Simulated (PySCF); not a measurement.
# Ionisation energy of P²⁺ by level of theory

P²⁺ [Ne] 3s2 3p1 (2P) → P³⁺ [Ne] 3s2 (1S), as a difference of total energies. All numbers are calculated (PySCF 2.14, no relativity, point nucleus, in def2-QZVPPD (10s6p5d2f1g, 76 functions)). Correlated levels: valence: [Ne] frozen. The calculations carry no spin-orbit coupling.

```csv
method,ionisation energy (eV)
UHF,29.590
MP2 (valence),29.920
SCS-MP2 (valence),29.913
CCSD (valence),30.034
CCSD(T) (valence),30.066
```

A first-order spin-orbit estimate (lowest level to lowest level, LS coupling) adds 0.041 eV.

Errors of the correlated levels include the incompleteness of this basis and the frozen core.

Task: Which method comes closest to the reference value, and which is furthest?

Result: The reference is 30.203 eV (measured; NIST Atomic Spectra Database, ionization energies). Closest: CCSD(T) (valence) (error -0.096 eV); furthest: UHF (error -0.572 eV), both after the spin-orbit estimate.
